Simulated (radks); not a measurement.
Species: Pt. Configuration: [Xe] 4f13.5 5d9.5 6s1 (fractional occupations, a model configuration). Calculated with a radial shooting solver on a logarithmic mesh with Libxc functionals: scalar-relativistic Kohn-Sham, PBEsol, spin-polarised, spherical densities, finite nucleus; open shells are filled with parallel spins first (spin-orbit coupling, left out, can overturn this in heavy ions); Fermi nuclear charge, rms radius 5.427 fm. Some entries of the table are withheld. Estimate them.

orbital  occ.  eigenvalue (Ry)  <r^2> (bohr^2)  <1/r> (bohr^-1)
1s up       1        -5760.413       0.0004064            93.88
1s down     1        -5760.411       0.0004064            93.88
2s up       1        -1012.438        0.006206            22.01
2s down     1        -1012.434        0.006206            22.01
2p up       3        -877.8902        0.005203            19.66
2p down     3        -877.8871        0.005203            19.66
3s up       1        -238.2329         0.04008            8.157
3s down     1        -238.2043         0.04007            8.157
3p up       3        -199.0308         0.04108            7.462
3p down     3        -199.0018         0.04108            7.463
3d up       5        -156.4075         0.03403            7.030
3d down     5        -156.3843         0.03402            7.030
4s up       1        -51.52047          0.1942            3.496
4s down     1        -51.47168          0.1942            3.495
4p up       3        -38.63799          0.2214            3.163
4p down     3        -38.59088          0.2214            3.162
4d up       5        -22.97448          0.2520            2.834
4d down     5        -22.92810          0.2521            2.833
5s up       1         -7.63453           1.006            1.429
5s down     1         -7.60274           1.005            1.429
4f up       7         -5.56725          0.3168            2.408
4f down   6.5         -5.51988          0.3172            2.407
5p up       3         -4.22850           1.360            1.211
5p down     3         -4.19654           1.357            1.212
5d up       5         -0.50273           3.381           0.8014
5d down   4.5         -0.45656           3.317           0.8082
6s up       1         -0.44515             (1)           0.4407
6s down     0         -0.37770             (2)           0.4370

Answer. 
(1) 6s up <r^2> (bohr^2): 9.536
(2) 6s down <r^2> (bohr^2): 9.863
